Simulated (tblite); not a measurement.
A geometry optimisation, step by step.

Species: C8H11P.
SMILES with atom numbers: `[CH3:1][C:2]1=[CH:3][P:4]1[C:5]1=[CH:6][CH2:7][CH2:8][CH2:9]1` (hydrogens: H10, H11, H12 on C1; H13 on C3; H14 on C6; H15, H16 on C7; H17, H18 on C8; H19, H20 on C9)

Computed with GFN2-xTB (tblite), gas phase: L-BFGS steps from a force-field or distance-geometry start until the largest atomic force falls under 0.01 eV/Å. 4 of its 43 geometries are shown.

Step 0: E = -684.4250 eV, largest atomic force 2.424 eV/Å
```
atom  x, y, z in Å  |  force x, y, z in eV/Å
C1      3.166   -0.694   -0.333    0.089  -0.674   0.041
C2      2.308    0.483   -0.396    1.380  -1.993   0.029
C3      1.858    1.422   -1.155   -0.222   0.877  -1.593
P4      1.222    1.519    0.531   -1.235   1.375   1.523
C5     -0.375    0.662    0.360   -0.116   0.162   0.352
C6     -1.394    0.891    1.194    0.431   0.300   0.071
C7     -2.608    0.116    0.831   -0.423  -0.157   0.660
C8     -2.066   -0.897   -0.165   -0.535  -0.849  -0.422
C9     -0.765   -0.316   -0.710   -0.050  -0.106  -0.058
H10     3.968   -0.552    0.389   -0.013  -0.013   0.061
H11     2.582   -1.574   -0.029    0.149   0.213   0.046
H12     3.598   -0.905   -1.308    0.094   0.021  -0.107
H13     1.900    1.759   -2.163   -0.078   0.297  -0.081
H14    -1.360    1.575    2.033   -0.040  -0.113  -0.141
H15    -3.363    0.779    0.387    0.054  -0.138   0.100
H16    -3.050   -0.385    1.716    0.042   0.318  -0.406
H17    -2.791   -1.111   -0.964    0.181   0.049   0.136
H18    -1.866   -1.858    0.340   -0.016   0.345  -0.087
H19    -0.942    0.205   -1.657    0.176  -0.049   0.032
H20    -0.029   -1.106   -0.858    0.133   0.132  -0.156
```

Step 14: E = -684.5891 eV, largest atomic force 0.087 eV/Å
```
atom  x, y, z in Å  |  force x, y, z in eV/Å
C1      3.189   -0.736   -0.336   -0.017   0.011  -0.028
C2      2.326    0.451   -0.435    0.001  -0.017  -0.037
C3      1.858    1.405   -1.200    0.028  -0.031   0.022
P4      1.201    1.570    0.515    0.010  -0.003  -0.005
C5     -0.390    0.685    0.375    0.018   0.010   0.011
C6     -1.405    0.897    1.210    0.000   0.003   0.010
C7     -2.620    0.101    0.850    0.006  -0.002  -0.010
C8     -2.080   -0.915   -0.170    0.007   0.010  -0.016
C9     -0.768   -0.309   -0.696    0.010   0.011   0.020
H10     3.979   -0.572    0.400   -0.072   0.018  -0.046
H11     2.606   -1.599   -0.011    0.029   0.040  -0.001
H12     3.640   -0.952   -1.306    0.008  -0.014   0.040
H13     1.876    1.844   -2.173    0.003  -0.032   0.036
H14    -1.394    1.580    2.042   -0.011   0.015   0.018
H15    -3.369    0.760    0.401   -0.019  -0.008  -0.010
H16    -3.080   -0.378    1.714    0.002  -0.013   0.018
H17    -2.789   -1.111   -0.971   -0.018  -0.008  -0.026
H18    -1.870   -1.861    0.334    0.013   0.013  -0.001
H19    -0.918    0.216   -1.644    0.000  -0.016   0.013
H20     0.002   -1.065   -0.855    0.002   0.012  -0.007
```

Step 28: E = -684.5911 eV, largest atomic force 0.014 eV/Å
```
atom  x, y, z in Å  |  force x, y, z in eV/Å
C1      3.183   -0.741   -0.341    0.001  -0.009   0.001
C2      2.314    0.438   -0.448    0.002   0.001   0.009
C3      1.854    1.401   -1.203   -0.009   0.005   0.004
P4      1.208    1.564    0.516   -0.007   0.002  -0.010
C5     -0.390    0.691    0.382    0.003   0.001   0.005
C6     -1.409    0.902    1.212    0.008   0.002   0.005
C7     -2.620    0.099    0.850   -0.003  -0.002   0.004
C8     -2.075   -0.912   -0.172    0.008  -0.001  -0.010
C9     -0.763   -0.301   -0.691    0.009   0.009  -0.001
H10     3.964   -0.556    0.396    0.007  -0.002   0.004
H11     2.611   -1.606   -0.006   -0.011  -0.003   0.008
H12     3.644   -0.966   -1.303    0.003   0.000  -0.012
H13     1.874    1.841   -2.175   -0.006  -0.005  -0.002
H14    -1.406    1.584    2.045   -0.003   0.005   0.000
H15    -3.377    0.752    0.404   -0.002   0.002  -0.004
H16    -3.074   -0.385    1.716    0.004  -0.007   0.001
H17    -2.782   -1.109   -0.978    0.003  -0.001   0.006
H18    -1.862   -1.857    0.331    0.000   0.003  -0.010
H19    -0.911    0.225   -1.638   -0.006  -0.004  -0.001
H20     0.010   -1.054   -0.852   -0.001   0.003   0.004
```

Step 42: E = -684.5916 eV, largest atomic force 0.010 eV/Å
```
atom  x, y, z in Å  |  force x, y, z in eV/Å
C1      3.177   -0.745   -0.338   -0.004   0.002   0.002
C2      2.311    0.437   -0.443    0.001   0.002  -0.002
C3      1.847    1.394   -1.204    0.000  -0.002  -0.005
P4      1.208    1.574    0.515    0.004   0.005  -0.003
C5     -0.390    0.701    0.385    0.000  -0.007   0.007
C6     -1.411    0.905    1.214   -0.002   0.000   0.003
C7     -2.616    0.094    0.851    0.003   0.002  -0.003
C8     -2.067   -0.909   -0.177   -0.004   0.000   0.004
C9     -0.756   -0.291   -0.691   -0.006  -0.002  -0.002
H10     3.963   -0.562    0.395   -0.001   0.000  -0.004
H11     2.603   -1.607    0.002   -0.004   0.003   0.003
H12     3.631   -0.973   -1.303   -0.002  -0.001   0.006
H13     1.858    1.821   -2.182    0.004   0.003   0.000
H14    -1.413    1.589    2.046    0.002  -0.002   0.005
H15    -3.380    0.743    0.410    0.000  -0.004   0.003
H16    -3.063   -0.398    1.716    0.007   0.003  -0.007
H17    -2.772   -1.102   -0.984    0.003  -0.001  -0.001
H18    -1.852   -1.857    0.319   -0.001  -0.002  -0.002
H19    -0.904    0.235   -1.638    0.001   0.003  -0.004
H20     0.020   -1.040   -0.850   -0.002  -0.001   0.000
```

**Question.** Summarise the path.

**Answer.** The energy falls by 0.1666 eV from step 0 to step 42; nine tenths of that is first reached at step 6. It falls at every step. The largest force goes from 2.424 to 0.010 eV/Å. Among the bonds C2–P4 changes most, from 1.765 to 1.851 Å; the atoms move by 0.050 Å rms after alignment.

What follows is the cost of the whole relaxation. Time: 0.26 s. Hardware: one thread, Arm Neoverse V2 (aarch64), shared host.
